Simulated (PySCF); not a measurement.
C3H6Cl (SMILES CC[CH]Cl), doublet, geometry from GFN2-xTB; TPSS/def2-SVP (PySCF).

PySCF was given this input:
```python
from pyscf import gto, scf, dft

mol = gto.Mole()
mol.atom = '''
    C     0.881968   -0.690356   -0.065206
    C     2.334461   -0.222895   -0.008719
    C    -0.045219    0.451333   -0.217277
    H     0.630046   -1.249113    0.840933
    H     0.771878   -1.394276   -0.906128
    H     3.000275   -1.075943    0.092328
    Cl   -1.689305    0.260271    0.153349
    H     2.596858    0.314490   -0.916533
    H     2.487241    0.439355    0.839254
    H     0.204635    1.312395   -0.809565
'''
mol.basis = 'def2-svp'
mol.charge = 0
mol.spin = 1
mol.verbose = 4
mol.build()

mf = dft.UKS(mol)
mf.xc = 'tpss'
mf.kernel()
```

Q: Write the output that PySCF gives for this input, abridged.

A: 
```
PySCF version 2.14.0

[INPUT] verbose = 4
[INPUT] num. atoms = 10
[INPUT] num. electrons = 41
[INPUT] charge = 0
[INPUT] spin (= nelec alpha-beta = 2S) = 1
[INPUT] symmetry False subgroup None
[INPUT] Mole.unit = angstrom
[INPUT] Symbol           X                Y                Z      unit          X                Y                Z       unit  Magmom
[INPUT]  1 C      0.881968000000  -0.690356000000  -0.065206000000 AA    1.666677970630  -1.304583768450  -0.123221481678 Bohr   0.0
[INPUT]  2 C      2.334461000000  -0.222895000000  -0.008719000000 AA    4.411491938478  -0.421210504535  -0.016476522080 Bohr   0.0
[INPUT]  3 C     -0.045219000000   0.451333000000  -0.217277000000 AA   -0.085451525627   0.852895760978  -0.410594023167 Bohr   0.0
[INPUT]  4 H      0.630046000000  -1.249113000000   0.840933000000 AA    1.190614385878  -2.360481468634   1.589133059109 Bohr   0.0
[INPUT]  5 H      0.771878000000  -1.394276000000  -0.906128000000 AA    1.458638021577  -2.634799782054  -1.712333753800 Bohr   0.0
[INPUT]  6 H      3.000275000000  -1.075943000000   0.092328000000 AA    5.669698048379  -2.033237595643   0.174474633629 Bohr   0.0
[INPUT]  7 Cl    -1.689305000000   0.260271000000   0.153349000000 AA   -3.192323790858   0.491840908167   0.289787611476 Bohr   0.0
[INPUT]  8 H      2.596858000000   0.314490000000  -0.916533000000 AA    4.907350404386   0.594299968914  -1.731996354126 Bohr   0.0
[INPUT]  9 H      2.487241000000   0.439355000000   0.839254000000 AA    4.700204295789   0.830260621458   1.585960208946 Bohr   0.0
[INPUT] 10 H      0.204635000000   1.312395000000  -0.809565000000 AA    0.386704105500   2.480067117249  -1.529856130034 Bohr   0.0

nuclear repulsion = 150.550858791885
number of shells = 44
number of NR pGTOs = 150
number of NR cGTOs = 90
basis = def2-svp
ecp = {}

******** <class 'pyscf.dft.uks.UKS'> ********
method = UKS
initial guess = minao
damping factor = 0
level_shift factor = 0
DIIS = <class 'pyscf.scf.diis.CDIIS'>
diis_start_cycle = 1
diis_space = 8
diis_damp = 0
SCF conv_tol = 1e-09
SCF conv_tol_grad = None
SCF max_cycles = 50
direct_scf = True
direct_scf_tol = 1e-13
number electrons alpha = 21  beta = 20
XC library pyscf.dft.libxc version 7.1.2
    S. Lehtola, C. Steigemann, M. J. T. Oliveira, and M. A. L. Marques,  SoftwareX 7, 1–5 (2018)
XC functionals = tpss
    J. Tao, J. P. Perdew, V. N. Staroverov, and G. E. Scuseria,  Phys. Rev. Lett. 91, 146401 (2003)
    J. P. Perdew, J. Tao, V. N. Staroverov, and G. E. Scuseria,  J. Chem. Phys. 120, 6898 (2004)
    J. Tao, J. P. Perdew, V. N. Staroverov, and G. E. Scuseria,  Phys. Rev. Lett. 91, 146401 (2003)
    J. P. Perdew, J. Tao, V. N. Staroverov, and G. E. Scuseria,  J. Chem. Phys. 120, 6898 (2004)
radial grids:
    Treutler-Ahlrichs [JCP 102, 346 (1995); DOI:10.1063/1.469408] (M4) radial grids

becke partition: Becke, JCP 88, 2547 (1988); DOI:10.1063/1.454033
pruning grids: <function nwchem_prune>
grids dens level: 3
symmetrized grids: False
atomic radii adjust function: <function treutler_atomic_radii_adjust>
small_rho_cutoff = 0
Set gradient conv threshold to 3.16228e-05
tot grids = 120088
init E= -577.997679469657

cycle= 1 E= -577.852275956298  delta_E= 0.145  |g|= 0.245  |ddm|= 2.23
cycle= 2 E= -577.829969218206  delta_E= 0.0223  |g|= 0.324  |ddm|= 0.623
cycle= 3 E= -577.888135548868  delta_E= -0.0582  |g|= 0.0346  |ddm|= 0.36
cycle= 4 E= -577.888608723746  delta_E= -0.000473  |g|= 0.0212  |ddm|= 0.0834
cycle= 5 E= -577.888830538405  delta_E= -0.000222  |g|= 0.00804  |ddm|= 0.0373
cycle= 6 E= -577.888866982423  delta_E= -3.64e-05  |g|= 0.00187  |ddm|= 0.00999
cycle= 7 E= -577.888869439103  delta_E= -2.46e-06  |g|= 0.000571  |ddm|= 0.00316
cycle= 8 E= -577.888869690167  delta_E= -2.51e-07  |g|= 0.000213  |ddm|= 0.00108
cycle= 9 E= -577.888869712876  delta_E= -2.27e-08  |g|= 9.97e-05  |ddm|= 0.00033
cycle= 10 E= -577.888869718205  delta_E= -5.33e-09  |g|= 2.72e-05  |ddm|= 0.000132
cycle= 11 E= -577.888869718652  delta_E= -4.47e-10  |g|= 6.8e-06  |ddm|= 4.76e-05
Extra cycle  E= -577.888869718658  delta_E= -6.25e-12  |g|= 7.28e-06  |ddm|= 1.88e-05
converged SCF energy = -577.888869718658  <S^2> = 0.75441604  2S+1 = 2.0044112
```
